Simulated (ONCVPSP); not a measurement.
# Before and after: ONCV potential for Hf (Z = 72)

* Element: Hf (Z = 72)
* Generator: ONCVPSP 4.0.1
* Type: optimised norm-conserving Vanderbilt (ONCV)
* Functional: PBE
* Relativity: scalar-relativistic
* Frozen core: [Kr] 4d10 4f14
* Valence charge: 12
* Reference configuration: 5s2 5p6 5d2 6s1 (charge +1)
* Partial waves: 5s+6s: rc 1.95 bohr, ncon 5, nbas 9, qcut 5.7 1/bohr, 2 projectors; 5p: rc 2.00 bohr, ncon 3, nbas 7, qcut 6.5 1/bohr, 1 projector; 5d: rc 3.10 bohr, ncon 4, nbas 9, qcut 4.7 1/bohr, 2 projectors, debl 1.9 Ha
* Local potential: polynomial inside 1.45 bohr (lpopt 5, dvloc0 0 Ha)
* Core correction: Teter function, fcfact 3.75, rcfact 1.25

All-electron outer shells of the reference configuration (PBE, scalar-relativistic, ld1.x):

```tsv
shell	level (eV)	outermost node (bohr)	outermost maximum (bohr)
5s	-73.94	0.55	1.01
5p	-42.51	0.60	1.16
4f	-23.76	–	0.45
6s	-10.97	1.36	2.78
5d	-9.21	0.67	1.67
```

Change: core correction Teter function, fcfact 3.75, rcfact 1.7.

Cutoffs: the cutoffs (Ha) at which the residual kinetic energy of the hardest occupied pseudo-wave falls to 1 and 0.1 mHa per electron; they do not see the model core or the augmentation charge, which bear on the density cutoff. Errors are all-electron minus pseudo energies relative to the spin-unpolarised reference configuration.

Problem. How do hardness, ghosts and transferability respond?

Solution. The potential gets neither clearly harder nor softer (14 Ha and 22 Ha → 14 Ha and 22 Ha); of the 4 tests that both files solve, the error grows in 2 and shrinks in 1 by more than 15 % and 0.3 meV (median size 28.8 → 49.8 meV); neither file shows a bound ghost. A model core, the more so a compact one, raises the density cutoff, which this test does not measure.

```tsv
quantity	base	changed
cutoff, loose	14 Ha	14 Ha
cutoff, tight	22 Ha	22 Ha
bound ghosts	none	none
GHOST(+) flags under 300 eV	s at 155.1 eV	s at 155.1 eV
error for 5s2 5p6 5d2 6s2, meV [ΔE -7.98 eV]	+6.4	-1.6
error for 5s2 5p6 5d2 6s0, meV [ΔE 14.18 eV]	+1.1	-23
error for 5s2 5p6 5d1 6s0, meV [ΔE 35.97 eV]	+51	-77
error for 5s2 5p6 5d2 6s0 6p2, meV [ΔE -0.11 eV]	+150	+143
s: phases at 1.98 bohr within 0.05 rad from the reference energy up to (Ha; the scan ends near 5)	4.6	4.6
p: phases at 2.03 bohr within 0.05 rad from the reference energy up to (Ha; the scan ends near 5)	0.1	0.1
d: phases at 3.14 bohr within 0.05 rad from the reference energy up to (Ha; the scan ends near 5)	3.0	3.0
rms error of d²Exc/dni dnj with the model core, mHa	1.95	2.31
```
